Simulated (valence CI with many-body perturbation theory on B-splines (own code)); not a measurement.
## Ta⁴⁰⁺: electric-dipole lines

Calculated by configuration interaction combined with many-body perturbation theory (CI+MBPT): five valence electrons over a frozen Dirac-Fock core [Ar] 3d10, a basis of 11 s, 11 p, 10 d, 8 f, 5 g, 2 h functions for each j, with the one-electron correlation potential Σ1 (screened to all orders), the two-electron term Σ2, the three-electron term Σ3, Breit, model QED; selected single and double excitations, second order for the rest, scaled by the run's own slope (own B-spline code, finite nucleus).

No measured spectrum was set against this ion. As an estimate, large intervals hold to a few tenths of a per cent, small ones and those within an open d or f shell to about a per cent. Among the levels kept, up to 2100 cm⁻¹ of a level comes from second order outside the variational space, and about a tenth of that is noise between levels of different J, which matters for small intervals.

Lines 51 to 100 of 523 in falling wavelength, among levels below 4229.2 × 10³ cm⁻¹, chosen from the strongest by gf and those to the six lowest levels. Wavelengths and rates use the calculated energies. Electric multipoles are in the length gauge with retardation, E1 and E2 with the static RPA response of the core. Weak lines are less certain than strong ones. Lines between different terms over intervals too small for the method are left out, as are lines whose strength nearly cancels. Where a level lies close to another of its J and parity, the split of strength between their lines is uncertain. The highest levels of a list are the least certain.

Levels are named by their leading jj configuration (3d3/2^4 stands for four electrons in 3d with j = 3/2), which in mixed levels can hold well under half, so a name can repeat and another be missing. Letters in brackets count levels of one name in rising energy.

```csv
λ vac (nm),Upper,Lower,A (s⁻¹),S (a.u.)
10.57,(4s 4p1/2 4p3/2^2 4d5/2) J=7/2 [f],(4s^2 4p3/2^2 4d5/2) J=9/2,1.06e+10,4.95e-02
8.990,(4s^2 4p1/2 4p3/2 4d3/2) J=3/2 [a],(4s^2 4p1/2 4p3/2^2) J=1/2,1.59e+09,2.28e-03
8.967,(4s^2 4p1/2 4p3/2 4d3/2) J=1/2 [a],(4s^2 4p1/2 4p3/2^2) J=1/2,1.26e+09,8.98e-04
8.582,(4s^2 4p1/2 4p3/2 4d3/2) J=5/2 [a],(4s^2 4p1/2 4p3/2^2) J=5/2,5.76e+09,1.08e-02
8.572,(4s^2 4p1/2 4p3/2 4d3/2) J=3/2 [a],(4s^2 4p1/2 4p3/2^2) J=5/2,5.33e+09,6.63e-03
8.414,(4s 4p1/2^2 4d3/2 4d5/2) J=7/2 [b],(4s 4p1/2^2 4p3/2 4d5/2) J=7/2 [a],1.96e+10,4.61e-02
8.266,(4s^2 4p1/2 4p3/2 4d3/2) J=3/2 [a],(4s^2 4p1/2 4p3/2^2) J=3/2,3.13e+09,3.49e-03
8.255,(4s^2 4p1/2^2 4d3/2) J=3/2,(4s^2 4p1/2^2 4p3/2) J=3/2,9.84e+09,1.09e-02
8.246,(4s^2 4p1/2 4p3/2 4d3/2) J=1/2 [a],(4s^2 4p1/2 4p3/2^2) J=3/2,3.50e+09,1.94e-03
7.985,(4s 4p1/2^2 4p3/2 4d3/2) J=5/2 [a],(4s^2 4p1/2^2 4d5/2) J=5/2,2.03e+09,3.07e-03
7.938,(4s 4p1/2^2 4p3/2 4d3/2) J=3/2 [a],(4s^2 4p1/2^2 4d5/2) J=5/2,9.23e+09,9.11e-03
7.680,(4s 4p1/2^2 4d3/2 4d5/2) J=9/2,(4s 4p1/2^2 4p3/2 4d5/2) J=9/2,2.62e+10,5.87e-02
7.609,(4s^2 4p1/2 4p3/2 4d5/2) J=3/2 [a],(4s^2 4p1/2 4p3/2^2) J=5/2,1.13e+09,9.82e-04
7.597,(4s^2 4p1/2 4p3/2 4d5/2) J=7/2 [a],(4s^2 4p1/2 4p3/2^2) J=5/2,6.94e+08,1.20e-03
7.564,(4s^2 4p1/2 4p3/2 4d3/2) J=5/2 [b],(4s^2 4p1/2 4p3/2^2) J=5/2,1.04e+09,1.33e-03
7.481,(4s 4p1/2^2 4p3/2 4d3/2) J=5/2 [b],(4s^2 4p1/2^2 4d5/2) J=5/2,1.07e+10,1.32e-02
7.420,(4s^2 4p1/2 4p3/2 4d5/2) J=5/2 [a],(4s^2 4p1/2 4p3/2^2) J=5/2,1.96e+10,2.37e-02
7.386,(4s 4p1/2^2 4p3/2 4d3/2) J=3/2 [b],(4s^2 4p1/2^2 4d5/2) J=5/2,1.08e+10,8.58e-03
7.367,(4s^2 4p1/2 4p3/2 4d5/2) J=3/2 [a],(4s^2 4p1/2 4p3/2^2) J=3/2,7.45e+09,5.88e-03
7.344,(4s^2 4p3/2^2 4f5/2) J=9/2,(4s^2 4p3/2^2 4d5/2) J=7/2,1.86e+10,3.64e-02
7.325,(4s^2 4p1/2 4p3/2 4d3/2) J=5/2 [b],(4s^2 4p1/2 4p3/2^2) J=3/2,1.28e+10,1.49e-02
7.309,(4s^2 4p1/2 4d3/2 4d5/2) J=9/2,(4s^2 4p1/2 4p3/2 4d3/2) J=7/2,3.21e+10,6.20e-02
7.287,(4s^2 4p1/2^2 4d5/2) J=5/2,(4s^2 4p1/2^2 4p3/2) J=3/2,2.95e+10,3.38e-02
7.281,(4s^2 4p1/2 4d3/2 4d5/2) J=7/2,(4s^2 4p1/2 4p3/2 4d3/2) J=5/2 [a],2.28e+10,3.47e-02
7.265,(4s^2 4p1/2 4p3/2 4f5/2) J=9/2,(4s^2 4p1/2 4p3/2 4d5/2) J=7/2 [b],2.17e+10,4.12e-02
7.242,(4s^2 4p1/2 4p3/2 4d3/2) J=1/2 [b],(4s^2 4p1/2 4p3/2^2) J=3/2,2.16e+09,8.09e-04
7.229,(4s 4p1/2^2 4d3/2 4d5/2) J=7/2 [b],(4s 4p1/2^2 4p3/2 4d3/2) J=5/2 [b],2.35e+10,3.50e-02
7.214,(4s^2 4p3/2 4d5/2^2) J=7/2,(4s^2 4p3/2^2 4d5/2) J=9/2,2.07e+10,3.07e-02
7.197,(4s 4p1/2^2 4d3/2 4d5/2) J=5/2 [b],(4s 4p1/2^2 4p3/2 4d3/2) J=3/2 [b],3.31e+10,3.65e-02
7.193,(4s^2 4p3/2 4d3/2 4d5/2) J=5/2 [c],(4s^2 4p3/2^2 4d3/2) J=3/2 [b],2.82e+10,3.11e-02
7.190,(4s^2 4p1/2 4p3/2 4d5/2) J=5/2 [a],(4s^2 4p1/2 4p3/2^2) J=3/2,3.52e+09,3.87e-03
7.157,(4s 4p1/2^2 4d5/2^2) J=9/2,(4s^2 4p1/2^2 4f7/2) J=7/2,1.75e+10,3.17e-02
7.148,(4s^2 4p3/2^2 4f5/2) J=9/2,(4s^2 4p3/2^2 4d3/2) J=7/2,3.56e+10,6.41e-02
7.123,(4s^2 4p1/2 4p3/2 4f5/2) J=7/2 [a],(4s^2 4p1/2 4p3/2 4d3/2) J=5/2 [b],2.32e+10,3.30e-02
7.113,(4s^2 4p3/2 4d3/2 4d5/2) J=5/2 [d],(4s^2 4p3/2^2 4d3/2) J=3/2 [b],3.12e+10,3.32e-02
7.112,(4s^2 4p3/2 4d3/2 4d5/2) J=3/2 [b],(4s^2 4p3/2^2 4d3/2) J=3/2 [b],4.44e+10,3.15e-02
7.104,(4s 4p1/2^2 4d3/2 4d5/2) J=7/2 [a],(4s 4p1/2^2 4p3/2 4d3/2) J=5/2 [a],1.04e+11,1.47e-01
7.083,(4s 4p3/2^3 4d5/2) J=9/2,(4s^2 4p3/2^2 4d3/2) J=7/2,2.31e+10,4.06e-02
7.081,(4s^2 4p1/2 4p3/2 4d5/2) J=3/2 [b],(4s^2 4p1/2 4p3/2^2) J=1/2,5.88e+10,4.12e-02
7.056,(4s 4p1/2^2 4p3/2 4f5/2) J=9/2,(4s^2 4p1/2^2 4f7/2) J=7/2,3.25e+10,5.64e-02
7.056,(4s 4p1/2^2 4d3/2 4d5/2) J=5/2 [a],(4s 4p1/2^2 4p3/2 4d3/2) J=3/2 [a],1.01e+11,1.05e-01
7.041,(4s^2 4p3/2^2 4f5/2) J=7/2,(4s^2 4p3/2^2 4d3/2) J=5/2,4.66e+10,6.42e-02
7.039,(4s 4p1/2^2 4p3/2 4d3/2) J=3/2 [a],(4s^2 4p1/2^2 4d3/2) J=3/2,6.30e+09,4.34e-03
7.038,(4s 4p1/2^2 4p3/2 4d5/2) J=1/2,(4s 4p1/2^2 4p3/2^2) J=1/2,2.53e+11,8.70e-02
7.028,(4s 4p1/2 4p3/2^2 4d3/2) J=5/2 [d],(4s^2 4p1/2 4p3/2 4d3/2) J=3/2 [b],5.92e+10,6.09e-02
7.023,(4s 4p1/2^2 4d3/2 4d5/2) J=9/2,(4s 4p1/2^2 4p3/2 4d3/2) J=7/2,7.17e+10,1.23e-01
7.015,(4s 4p1/2^2 4p3/2 4d5/2) J=7/2 [a],(4s 4p1/2^2 4p3/2^2) J=5/2,3.55e+10,4.84e-02
7.014,(4s^2 4p1/2 4p3/2 4d5/2) J=1/2,(4s^2 4p1/2 4p3/2^2) J=1/2,1.24e+11,4.22e-02
7.004,(4s 4p1/2 4p3/2^2 4d5/2) J=7/2 [b],(4s^2 4p1/2 4p3/2 4d5/2) J=5/2 [b],2.53e+10,3.44e-02
7.003,(4s^2 4p1/2 4p3/2 4f7/2) J=5/2 [a],(4s^2 4p1/2 4p3/2 4d5/2) J=5/2 [a],5.95e+10,6.05e-02
```
